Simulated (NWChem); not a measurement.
System: ZrI₃ cation; SMILES [I][Zr+]([I])[I]

Here is an NWChem input.

```
start job
memory heap 200 mb stack 900 mb global 1100 mb
charge 1
geometry units angstroms noautoz
  Zr     0.000000     0.000000     0.727346
  I     -2.376440     0.639511    -0.156004
  I      1.742053     1.738302    -0.156004
  I      0.634387    -2.377813    -0.156004
end
basis spherical
  * library def2-svp
end
ecp
  Zr library def2-ecp
  I library def2-ecp
end
dft
  xc xtpss03 ctpss03
  iterations 150
  mulliken
end
task dft energy
```

Geometry: optimised at PBE0/def2-SVP. Not confirmed as a minimum by frequencies. The spin multiplicity was typed, not searched, and may not be the lowest. def2 effective core potentials on Zr, I; no spin-orbit coupling.

Question: Predict the main results of this run. (TPSS/def2-SVP with def2 effective core potentials on Zr, I.) Quantities: energy (Ha); highest occupied level (eV); orbital gap (eV).

Answer: 
```
Property                       Value
---------------------------  -------
energy (Ha)                  -939.73
highest occupied level (eV)   -11.19
orbital gap (eV)                2.31
```
